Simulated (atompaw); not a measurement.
Reading a pseudo-wave (germanium)

Columns: radius, all-electron u(r) and pseudo u(r) of the 3d shell (level -29.76 eV) of germanium in the configuration [Ar] 3d10 4s1.75 4p2.25; PBE, scalar-relativistic, PAW (atompaw) scheme, atompaw 4.2.0.5.

| r (bohr) | all-electron | pseudo |
| --- | --- | --- |
| 0.085 | 0.1171 | 0.0128 |
| 0.169 | 0.4434 | 0.0925 |
| 0.254 | 0.7749 | 0.2728 |
| 0.338 | 1.0022 | 0.5272 |
| 0.423 | 1.1215 | 0.7944 |
| 0.508 | 1.1525 | 0.9932 |
| 0.592 | 1.1255 | 1.0771 |
| 0.677 | 1.0642 | 1.0584 |
| 0.762 | 0.9855 | 0.9855 |
| 0.846 | 0.9011 | 0.9011 |
| 0.931 | 0.8153 | 0.8153 |
| 1.015 | 0.7337 | 0.7337 |
| 1.100 | 0.6562 | 0.6562 |
| 1.185 | 0.5849 | 0.5849 |
| 1.269 | 0.5207 | 0.5207 |
| 1.354 | 0.4621 | 0.4621 |
| 1.438 | 0.4101 | 0.4101 |
| 1.523 | 0.3631 | 0.3631 |
| 1.608 | 0.3212 | 0.3212 |
| 1.692 | 0.2844 | 0.2844 |
| 1.777 | 0.2514 | 0.2514 |
| 1.862 | 0.2221 | 0.2221 |
| 1.946 | 0.1964 | 0.1964 |
| 2.031 | 0.1734 | 0.1734 |
| 2.115 | 0.1533 | 0.1533 |
| 2.200 | 0.1353 | 0.1353 |

Task: How many radial nodes do the two functions have?

Result: The all-electron 3d function has n − l − 1 = 0; the pseudo-wave has 0.

Task: At about which radius was the pseudo-wave matched?

Result: 0.80 bohr, where the columns begin to agree (steps of 0.08 bohr).

Task: Where does each function peak?

Result: Outermost all-electron maximum near 0.51 bohr, pseudo maximum near 0.59 bohr (to the table’s step).

Task: Is the pseudo-wave norm-conserving?

Result: No, it belongs to a PAW set: the norm inside the radius is not constrained, and the difference is carried by the augmentation charge.
